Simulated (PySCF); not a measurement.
C₃H₈O₂Si, SMILES OC[SiH]1COC1.

The structure is a stationary point at TPSSh-D3(BJ)/def2-SVP. The geometry has at least one imaginary mode, so it is a saddle point at that level. This is a generated structure with no PubChem entry under its InChIKey; it may be hypothetical. One conformer was computed; it need not be the lowest.

Level of theory: PySCF with PBE/def2-TZVP.

The molecule is in vacuum.

```
Quantity                                                                                                        Value
---------------------------------------------------------------------------------------------  ----------------------
total energy                                                                                       -558.66490 hartree
highest occupied level                                                                                       -5.67 eV
lowest empty level                                                                                           -0.78 eV
orbital gap                                                                                                   4.89 eV
dipole moment                                                                                               0.435 e·Å
quadrupole, principal values (traceless, Buckingham form, about the centre of nuclear charge)   -9.83, 4.39, 5.44 D·Å
mean static polarisability                                                                      71.6 bohr³ (10.61 Å³)
polarisability, principal values                                                               64.0, 68.9, 81.8 bohr³
```
